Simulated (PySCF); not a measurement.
Gas-phase equilibrium of 1 mol H₂O, 12 mol O₂ at 600 K and 1.00 bar, among 9 species (O₂, O, HO₂, H₂O, H, H₂O₂, O₃, H₂, OH). Only gases are allowed; each row takes one source of thermochemistry for all species, and Cantera finds the minimum.

Energies from PySCF (xtb for GFN2), thermal terms from the rigid-rotor harmonic-oscillator model, ideal gas at 1 bar. Table values come from the NASA 1993 polynomials. After a fit of one offset per element over all species, the range-separated, M06-2X, PBE0/def2-QZVP and CCSD(T)/def2-TZVPP enthalpies, where run, lie to one side of the table for O₃ (+19 kJ/mol): a fault of the table's entry, another state or a shared error of the levels is possible; this was not checked at source. S°(298 K) at PBE0/def2-TZVP differs from the NASA 1993 table for H₂O₂ (-8 J/mol/K); whether the harmonic model or the table's entry is off was not settled. † marks an energy on the PBE0/def2-TZVP geometry and frequencies; other levels use their own. CCSD(T) freezes the core. 6-31G* has spherical d functions here. Open shells (unrestricted) among the columns below: O₂ (multiplicity 3), O (multiplicity 3, electronic degeneracy 9), OH (multiplicity 2, electronic degeneracy 4); the rest are closed-shell singlets. GFN2 has no spin-polarisation term. Spin-orbit splitting is ignored; it lowers the true energy and changes the entropy of O, OH. B3LYP is the form with VWN-RPA correlation. No R ln 2 is added for the mirror-image form of H₂O₂. CCSD(T) isn't extrapolated to the basis-set limit. The harmonic model lacks anharmonicity and excited electronic states, which grow with temperature; levels with a mode under 35 cm⁻¹ are left out. Strong static correlation: O₃. Internal rotation in H₂O₂ is treated as a harmonic vibration of one conformer, which makes the entropy rough. The table's entry may be an old estimate for OH (not checked at source). Warning, large T1 diagnostic: O₃ (CCSD(T)/def2-TZVPP†). Warning, point group unlike the PBE0 one: H₂O₂ (GFN2-xTB).

Molecules larger than those listed are left out.

With table thermochemistry: O₂ 0.92, O₃ <1e-12, H₂O 0.077, H₂O₂ <1e-12, O <1e-12, OH <1e-12.

Problem. How far does the composition move with the other sources (B3LYP/6-31G*, CCSD(T)/def2-TZVPP†, GFN2-xTB, HF/def2-TZVP†, PBE/def2-SVP, ωB97X-V/def2-TZVP†)?

Solution. 
```json
[
 {"thermochemistry": "table", "x O₂": "0.92", "x O₃": "<1e-12", "x H₂O": "0.077", "x H₂O₂": "<1e-12", "x O": "<1e-12", "x OH": "<1e-12"},
 {"thermochemistry": "B3LYP/6-31G*", "x O₂": "0.92", "x O₃": "<1e-12", "x H₂O": "0.077", "x H₂O₂": "<1e-12", "x O": "<1e-12", "x OH": "1.3e-12"},
 {"thermochemistry": "CCSD(T)/def2-TZVPP†", "x O₂": "0.92", "x O₃": "<1e-12", "x H₂O": "0.077", "x H₂O₂": "<1e-12", "x O": "<1e-12", "x OH": "1.7e-12"},
 {"thermochemistry": "GFN2-xTB", "x O₂": "4.4e-9", "x O₃": "0.89", "x H₂O": "0.085", "x H₂O₂": "0.027", "x O": "<1e-12", "x OH": "<1e-12"},
 {"thermochemistry": "HF/def2-TZVP†", "x O₂": "0.92", "x O₃": "<1e-12", "x H₂O": "0.077", "x H₂O₂": "<1e-12", "x O": "0.0017", "x OH": "3.3e-5"},
 {"thermochemistry": "PBE/def2-SVP", "x O₂": "0.92", "x O₃": "<1e-12", "x H₂O": "0.077", "x H₂O₂": "<1e-12", "x O": "<1e-12", "x OH": "<1e-12"},
 {"thermochemistry": "ωB97X-V/def2-TZVP†", "x O₂": "0.92", "x O₃": "<1e-12", "x H₂O": "0.077", "x H₂O₂": "<1e-12", "x O": "<1e-12", "x OH": "<1e-12"}
]
```
The most sensitive of these is O₃: it spans a factor of 10^11.9 over these rows; at this temperature one factor of ten is RT ln 10 = 11 kJ/mol.
